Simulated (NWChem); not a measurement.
All runs are NWChem calculations. System: ClSn, charge 0, spin multiplicity 2, at a geometry optimised with UPBE0/def2-SVP with def2 effective core potentials on Sn. The structure started from a generated list of species. Its SCF solution wasn't tested for a lower state. Level: UB3LYP/def2-QZVP with def2 effective core potentials on Sn, VWN1-RPA local correlation.

Job file:

```
start mol
memory heap 200 mb stack 900 mb global 1100 mb
geometry units angstroms nocenter noautoz
  Sn     0.000000     0.000000     0.607471
  Cl     0.000000     0.000000    -1.786679
  symmetry group C2v
end
basis spherical
  * library def2-qzvp
end
ecp
  Sn library def2-ecp
end
dft
  xc b3lyp
  odft
  mult 2
  semidirect memsize 60000000 filesize 0
  iterations 100
end
task dft energy
```

Output (cleaned and shortened):

```
             Northwest Computational Chemistry Package (NWChem) 7.3.0
             --------------------------------------------------------

                                NWChem Input Module
                                -------------------

 Scaling coordinates for geometry "geometry" by  1.889725989
 (inverse scale =  0.529177249)

 Turning off AUTOSYM since
 SYMMETRY directive was detected!

                             Geometry "geometry" -> ""
                             -------------------------

 Output coordinates in angstroms (scale by  1.889725989 to convert to a.u.)

  No.       Tag          Charge          X              Y              Z
 ---- ---------------- ---------- -------------- -------------- --------------
    1 Sn                  50.0000     0.00000000     0.00000000     0.60747100
    2 Cl                  17.0000     0.00000000     0.00000000    -1.78667900

 Effective nuclear repulsion energy (a.u.)     187.8748873921

            Nuclear Dipole moment (a.u.)
            ----------------------------
        X                 Y               Z
 ---------------- ---------------- ----------------
     0.0000000000     0.0000000000     0.0000132281

      Symmetry information
      --------------------

 Group name             C2v
 Group number             16
 Group order               4
 No. of unique centers     2

      Symmetry unique atoms

     1    2


 Summary of "ao basis" -> "" (spherical)
 ------------------------------------------------------------------------------
       Tag                 Description            Shells   Functions and Types
 ---------------- ------------------------------  ------  ---------------------
 *                         def2-qzvp                  on all atoms

                                 NWChem DFT Module
                                 -----------------

 Summary of "ao basis" -> "ao basis" (spherical)
 ------------------------------------------------------------------------------
       Tag                 Description            Shells   Functions and Types
 ---------------- ------------------------------  ------  ---------------------
[...]
    beta     50     52     53     54     55     56     57     58     59     60
 overlap   1.000  0.972  0.996  1.000  0.999  1.000  0.998  0.976  1.000  0.977

   alpha     61     62     63     64     65     66     67     68     69     70
    beta     61     62     63     65     64     67     66     68     69     70
 overlap   0.961  0.998  0.958  0.998  0.998  0.998  0.993  0.996  1.000  0.996

   alpha     71     72     73     74     75     76     77     78     79     80
    beta     71     73     72     75     74     76     77     79     78     80
 overlap   1.000  1.000  0.997  0.999  0.999  1.000  0.998  1.000  1.000  0.897

   alpha     81     82     83     84     85     86     87     88     89     90
    beta     81     82     83     84     86     85     87     88     89     90
 overlap   0.834  0.897  0.834  1.000  0.999  0.886  0.887  1.000  1.000  0.999

   alpha     91     92     93     94     95     96     97     98     99    100
    beta     91     92     93     94     95     96     97     99     98    101
 overlap   0.998  1.000  1.000  1.000  1.000  1.000  1.000  0.996  0.970  1.000

   alpha    101    102    103    104    105    106    107    108    109    110
    beta    100    102    103    104    105    106    107    108    109    111
 overlap   1.000  0.970  0.996  1.000  1.000  1.000  1.000  1.000  1.000  1.000

   alpha    111    112    113    114    115    116    117    118    119    120
    beta    110    112    113    114    115    116    117    118    119    120
 overlap   1.000  1.000  1.000  1.000  1.000  1.000  1.000  1.000  1.000  1.000

   alpha    121    122    123    124    125    126    127    128    129    130
    beta    122    121    124    123    125    126    127    128    129    131
 overlap   1.000  1.000  1.000  1.000  1.000  1.000  1.000  1.000  1.000  1.000

   alpha    131    132    133    134    135    136    137    138    139    140
    beta    130    133    132    134    135    136    138    137    139    140
 overlap   1.000  1.000  1.000  1.000  1.000  1.000  1.000  1.000  1.000  1.000

   alpha    141    142    143    144    145    146    147    148    149    150
    beta    141    142    143    144    145    146    147    148    149    150
 overlap   1.000  1.000  1.000  1.000  1.000  1.000  1.000  1.000  1.000  1.000

   alpha    151    152
    beta    151    152
 overlap   1.000  1.000

     --------------------------
     Expectation value of S2:
     --------------------------
      <S2> =      0.7524 (Exact =     0.7500)

 center of mass
 --------------
 x =   0.00000000 y =   0.00000000 z =   0.11303219

 moments of inertia (a.u.)
 ------------------
         552.049547603621           0.000000000000           0.000000000000
           0.000000000000         552.049547603621           0.000000000000
           0.000000000000           0.000000000000           0.000000000000

     Multipole analysis of the density
     ---------------------------------

     L   x y z        total         alpha         beta         nuclear
     -   - - -        -----         -----         ----         -------
     0   0 0 0     -0.000000    -20.000000    -19.000000     39.000000

     1   1 0 0      0.000000      0.000000      0.000000      0.000000
     1   0 1 0     -0.000000     -0.000000      0.000000      0.000000
     1   0 0 1      1.089570     16.055559     17.176702    -32.142691

     2   2 0 0    -29.720272    -18.337584    -11.382687      0.000000
     2   1 1 0     -0.000000     -0.000000     -0.000000      0.000000
     2   1 0 1      0.000000      0.000000      0.000000      0.000000
     2   0 2 0    -25.526170    -13.837584    -11.688586      0.000000
     2   0 1 1      0.000000      0.000000      0.000000      0.000000
     2   0 0 2    -30.037902   -128.594845   -124.228310    222.785253

 Task  times  cpu:       29.0s     wall:       29.0s

 Total times  cpu:       29.1s     wall:       29.1s
```
